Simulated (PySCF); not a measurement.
PySCF input (TPSS/def2-TZVPD):

```python
from pyscf import gto, scf, dft

mol = gto.M(
    atom='''
    Si    0.02215711   -0.33186367   -0.14374863
    O     1.57238867   -0.27774281   -0.21881858
    F    -0.64318888   -0.11153209    1.35865699
    F    -0.78895656    0.87464696   -0.94054261
    ''',
    basis='def2-tzvpd',
    charge=-1,
    spin=1,
    verbose=4,
)

mf = dft.UKS(mol, xc='tpss').density_fit(auxbasis='def2-universal-jkfit')
mf.grids.level = 3
mf.conv_tol = 1e-9
mf.max_cycle = 100
mf.max_memory = 1500
mf.kernel()
if not mf.converged:
    mf = mf.newton()
    mf.kernel(mf.make_rdm1())
for _ in range(2):
    mo, _, stable, _ = mf.stability(return_status=True)
    if stable:
        break
    mf.kernel(mf.make_rdm1(mo, mf.mo_occ))
mf.analyze()
```

End of the output:

```
Extra cycle  E= -564.765290190353  delta_E= 2.19e-10  |g|= 3.09e-05  |ddm|= 2.02e-05
converged SCF energy = -564.765290190353  <S^2> = 0.75265973  2S+1 = 2.002658
uhf_internal: lowest eigs of H = [0.68894301 0.70752573 0.70846877]
<class 'pyscf.df.df_jk.DFUKS'> wavefunction is stable in the internal stability analysis
**** SCF Summaries ****
Total Energy =                        -564.765290190353198
Nuclear Repulsion Energy =             163.670480708573280
One-electron Energy =                -1119.646758485795090
Two-electron Energy =                  391.210987586868669
Two-electron Coulomb Energy =          442.018565339240183
DFT Exchange-Correlation Energy =      -50.807577752371529
HOMO-LUMO gap [eV] =                     1.664968841223045
**** MO energy ****
                             alpha | beta                alpha | beta
MO #1   energy= -65.5077536495225  | -65.5057041620902  occ= 1 | 1
MO #2   energy= -24.2049670610337  | -24.2030220401104  occ= 1 | 1
MO #3   energy= -24.2049486930884  | -24.2030036268923  occ= 1 | 1
MO #4   energy= -18.6281674286612  | -18.6236177913959  occ= 1 | 1
MO #5   energy= -4.93597738862046  | -4.93351784446463  occ= 1 | 1
MO #6   energy= -3.31187180441786  | -3.3100201535023   occ= 1 | 1
MO #7   energy= -3.31176368430375  | -3.30808975170084  occ= 1 | 1
MO #8   energy= -3.3082087554768   | -3.30496971398678  occ= 1 | 1
MO #9   energy= -0.914882869331607 | -0.911133831011538 occ= 1 | 1
MO #10  energy= -0.896979192596792 | -0.893287615482595 occ= 1 | 1
MO #11  energy= -0.638226142414069 | -0.628115548516263 occ= 1 | 1
MO #12  energy= -0.292288726194614 | -0.284188054956259 occ= 1 | 1
MO #13  energy= -0.234675599921712 | -0.229654155323968 occ= 1 | 1
MO #14  energy= -0.202965641388816 | -0.196868617839272 occ= 1 | 1
MO #15  energy= -0.195678759335008 | -0.192602464979698 occ= 1 | 1
MO #16  energy= -0.173095325872675 | -0.169739526579601 occ= 1 | 1
MO #17  energy= -0.15840838292603  | -0.156833125714469 occ= 1 | 1
MO #18  energy= -0.118289897635525 | -0.103184837891612 occ= 1 | 1
MO #19  energy= -0.0560155302430954 | -0.0450436054209419 occ= 1 | 1
MO #20  energy= -0.0426845140023788 | -0.0398760604745305 occ= 1 | 1
MO #21  energy= 0.0156292928059116 | 0.0768157696725922 occ= 1 | 0
MO #22  energy= 0.14958117590736   | 0.163009862078408  occ= 0 | 0
MO #23  energy= 0.170206850437652  | 0.177932575222622  occ= 0 | 0
MO #24  energy= 0.176178260375888  | 0.181236320634657  occ= 0 | 0
MO #25  energy= 0.18640348705047   | 0.19906112558103   occ= 0 | 0
MO #26  energy= 0.211132857525617  | 0.218471444038789  occ= 0 | 0
MO #27  energy= 0.214469856946266  | 0.223916290696091  occ= 0 | 0
MO #28  energy= 0.234643530415025  | 0.245695304738131  occ= 0 | 0
MO #29  energy= 0.241418560250883  | 0.249140005301255  occ= 0 | 0
MO #30  energy= 0.248098493177443  | 0.254999071266422  occ= 0 | 0
MO #31  energy= 0.280298891897825  | 0.287955145793937  occ= 0 | 0
MO #32  energy= 0.281919147831521  | 0.292690427082124  occ= 0 | 0
MO #33  energy= 0.283109800304067  | 0.293164139846187  occ= 0 | 0
MO #34  energy= 0.2991804319576    | 0.304194936178224  occ= 0 | 0
MO #35  energy= 0.307526600042824  | 0.31128941001347   occ= 0 | 0
MO #36  energy= 0.315974219896219  | 0.323881814228427  occ= 0 | 0
MO #37  energy= 0.3237859066211    | 0.332366131757845  occ= 0 | 0
MO #38  energy= 0.338466464767468  | 0.348209702713189  occ= 0 | 0
MO #39  energy= 0.346277561026468  | 0.359531466902936  occ= 0 | 0
MO #40  energy= 0.397250503675689  | 0.405362056216956  occ= 0 | 0
MO #41  energy= 0.444023177246632  | 0.452877440327212  occ= 0 | 0
MO #42  energy= 0.471491029698443  | 0.476912379048562  occ= 0 | 0
MO #43  energy= 0.478028377700505  | 0.484494834700775  occ= 0 | 0
MO #44  energy= 0.48735224755704   | 0.495102998869708  occ= 0 | 0
MO #45  energy= 0.502685587468775  | 0.515029853188621  occ= 0 | 0
MO #46  energy= 0.539889763516587  | 0.549460732930261  occ= 0 | 0
MO #47  energy= 0.548163425835131  | 0.557430276259296  occ= 0 | 0
MO #48  energy= 0.558219227292065  | 0.568015309984143  occ= 0 | 0
MO #49  energy= 0.609487428214381  | 0.617982080790908  occ= 0 | 0
MO #50  energy= 0.641674575121424  | 0.650861546388853  occ= 0 | 0
MO #51  energy= 0.644015586140391  | 0.656774728947556  occ= 0 | 0
MO #52  energy= 0.670523836955029  | 0.679549245652585  occ= 0 | 0
MO #53  energy= 0.67989403960766   | 0.683825308967387  occ= 0 | 0
MO #54  energy= 0.681863460601558  | 0.68945413774489   occ= 0 | 0
MO #55  energy= 0.701345266636178  | 0.707501103856792  occ= 0 | 0
MO #56  energy= 0.718128465533616  | 0.723433693509712  occ= 0 | 0
MO #57  energy= 0.727739040630962  | 0.730191729782812  occ= 0 | 0
MO #58  energy= 0.753106108380544  | 0.756981077990835  occ= 0 | 0
MO #59  energy= 0.770795188418019  | 0.775581350640785  occ= 0 | 0
MO #60  energy= 0.78442238726572   | 0.786861365026789  occ= 0 | 0
MO #61  energy= 0.790848004754298  | 0.792086627831902  occ= 0 | 0
MO #62  energy= 0.818828551687808  | 0.822483693983028  occ= 0 | 0
MO #63  energy= 0.837392941993405  | 0.841713376342014  occ= 0 | 0
MO #64  energy= 0.872741935642726  | 0.879997069299272  occ= 0 | 0
MO #65  energy= 0.878798312460826  | 0.888082521947732  occ= 0 | 0
MO #66  energy= 0.912486250256937  | 0.923971763083046  occ= 0 | 0
MO #67  energy= 0.995361836084624  | 1.0015696754626    occ= 0 | 0
MO #68  energy= 1.0194633613297    | 1.02236252592806   occ= 0 | 0
MO #69  energy= 1.04461924878112   | 1.05167604625156   occ= 0 | 0
MO #70  energy= 1.09026348803995   | 1.09648668113756   occ= 0 | 0
MO #71  energy= 1.09412937841155   | 1.10241104942655   occ= 0 | 0
MO #72  energy= 1.09862777324323   | 1.1025731063346    occ= 0 | 0
MO #73  energy= 1.1488559751533    | 1.15584773734527   occ= 0 | 0
MO #74  energy= 1.16389736159265   | 1.16709688307076   occ= 0 | 0
MO #75  energy= 1.21440008987637   | 1.21800251029102   occ= 0 | 0
MO #76  energy= 1.22580333623858   | 1.23153189825404   occ= 0 | 0
MO #77  energy= 1.23956814249842   | 1.25317942933413   occ= 0 | 0
MO #78  energy= 1.2425442102738    | 1.25364824274394   occ= 0 | 0
MO #79  energy= 1.25911013909908   | 1.26883035765889   occ= 0 | 0
MO #80  energy= 1.27735871692566   | 1.2851290023726    occ= 0 | 0
MO #81  energy= 1.32370037929025   | 1.33230038801611   occ= 0 | 0
MO #82  energy= 1.36775127168855   | 1.38223064748132   occ= 0 | 0
MO #83  energy= 1.44230754574      | 1.44763897805723   occ= 0 | 0
MO #84  energy= 1.50469396130625   | 1.51294872238792   occ= 0 | 0
MO #85  energy= 1.54851853539711   | 1.55618955094607   occ= 0 | 0
MO #86  energy= 1.54878208676646   | 1.57051476438365   occ= 0 | 0
MO #87  energy= 1.56815469204333   | 1.58009136622616   occ= 0 | 0
MO #88  energy= 1.63962373295606   | 1.64811100337337   occ= 0 | 0
MO #89  energy= 1.67759061824149   | 1.68366154340838   occ= 0 | 0
MO #90  energy= 1.72736125359322   | 1.73584151023699   occ= 0 | 0
MO #91  energy= 1.80614580093465   | 1.82111552170003   occ= 0 | 0
MO #92  energy= 1.97077102958858   | 1.97841065639136   occ= 0 | 0
MO #93  energy= 2.01693833112838   | 2.0233346428377    occ= 0 | 0
MO #94  energy= 2.06147066565527   | 2.07031167238017   occ= 0 | 0
MO #95  energy= 2.0911719999633    | 2.1003283746896    occ= 0 | 0
MO #96  energy= 2.25716387337558   | 2.26636205843206   occ= 0 | 0
MO #97  energy= 2.2827733686024    | 2.28609371492253   occ= 0 | 0
MO #98  energy= 2.40978264105499   | 2.41185679216377   occ= 0 | 0
MO #99  energy= 2.42793794279092   | 2.43140608365547   occ= 0 | 0
MO #100 energy= 2.44987010942265   | 2.45132871865229   occ= 0 | 0
MO #101 energy= 2.48682856118629   | 2.49267258482282   occ= 0 | 0
MO #102 energy= 2.5086021472675    | 2.51428959968826   occ= 0 | 0
MO #103 energy= 2.57897414788792   | 2.58406344781958   occ= 0 | 0
MO #104 energy= 2.61475554523581   | 2.62078397221872   occ= 0 | 0
[...]
```
